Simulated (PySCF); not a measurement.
These 3 structures share the formula C9H14. Theory: PBE0-D3(BJ)/def2-SVP geometry optimisation, gas phase in PySCF. Energies are electronic, without zero-point or thermal terms, for one conformer each. No frequencies were run at this level. Point groups hold within 0.08 Å.

Question: Rank from lowest to highest electronic energy at this level (kcal/mol).
A. `[CH3:1][C:2]1=[C:3]([CH:4]([CH3:5])[CH3:6])[CH2:7][CH:8]=[CH:9]1` with C2–C3–C4–C5 -113°
B. `[CH2:1]=[CH:2][C@@H:3]1[CH2:4][C@H:5]2[CH2:6][C@@:7]2([CH3:8])[CH2:9]1` with C1–C2–C3–C4 127°, C2–C3–C4–C5 -159°, C3–C4–C5–C6 -45°, C4–C5–C6–C7 96°, C5–C6–C7–C8 113°
C. `[CH3:1][CH2:2][C:3]#[C:4][CH2:5][CH:6]1[CH2:7][CH2:8][CH2:9]1` with C4–C5–C6–C7 171°, C5–C6–C7–C8 -142°, C6–C7–C8–C9 19°, C7–C8–C9–C6 -19°, C5–C6–C9–C8 142°

Answer: A (0.0), B (10.8), C (41.5).

As drawn, the lowest has a C=C bond outside aromatic rings, which the highest lacks; the highest has a four-membered ring and a C≡C bond, which the lowest lacks.

| SMILES | E (Eh) | E rel (kcal/mol) | dipole (D) | point group | A, B, C (MHz) |
| --- | --- | --- | --- | --- | --- |
| CC1=C(C(C)C)CC=C1 | -350.70763 | 0.0 | 0.42 | near Cs | 2335, 1266, 1008 |
| C=C[C@@H]1C[C@H]2C[C@@]2(C)C1 | -350.69035 | 10.8 | 0.34 | C1 | 3218, 1140, 958.8 |
| CCC#CCC1CCC1 | -350.64151 | 41.5 | 0.24 | C1 | 3688, 658.9, 580.3 |
